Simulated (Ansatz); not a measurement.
Gas-phase reaction in SMILES: CN[SiH2-] → C[N-][SiH3]

Wanted: isomerisation energy (electronic), in kcal/mol. Set-up: no spin-orbit coupling; non-relativistic; dispersion terms only where a functional's name holds one; frozen cores in correlated levels; six Cartesian d functions in 6-31G* and its kin unless marked 5d. CBS(X,Y): correlation extrapolated as X^-3; Hartree-Fock from the larger set. Ab initio and DFT rows: single points at B3LYP-D3(BJ) geometries (Ansatz, an electronic-structure program). Sets without +, aug- or the D of def2-TZVPD hold no diffuse functions, which anions need.

```csv
species,coefficient,"E at B3LYP/6-31G* (Ansatz), Eh","E at wB97M-V/def2-TZVPD (Ansatz), Eh"
CN[SiH2-],-1,-385.94221,-385.92219
C[N-][SiH3],+1,-385.94045,-385.92375
```

Coupled cluster (Ansatz) is a level with limits of its own, used here on species with T1 under 0.025 (0.045 for open shells) and stable references: CCSD(T)/CBS(aug-cc-pV(T+d)Z,aug-cc-pV(Q+d)Z). Value to compare with, CCSD(T)/CBS(aug-cc-pV(T+d)Z,aug-cc-pV(Q+d)Z) (Ansatz): -1.8 kcal/mol. 1 Eh = 627.5095 kcal/mol.

Problem. Compute it at each level from the table, and compare with CCSD(T)/CBS(aug-cc-pV(T+d)Z,aug-cc-pV(Q+d)Z) (Ansatz).

Solution. 
- B3LYP/6-31G*: the sum of coefficient times E is 0.00176 Eh, or 1.10 kcal/mol. Result: 1.1 kcal/mol. Its difference against CCSD(T)/CBS(aug-cc-pV(T+d)Z,aug-cc-pV(Q+d)Z) (Ansatz) is 2.9 kcal/mol.
- wB97M-V/def2-TZVPD: the sum of coefficient times E is -0.00156 Eh, or -0.98 kcal/mol. Result: -1.0 kcal/mol. Its difference against CCSD(T)/CBS(aug-cc-pV(T+d)Z,aug-cc-pV(Q+d)Z) (Ansatz) is 0.8 kcal/mol.
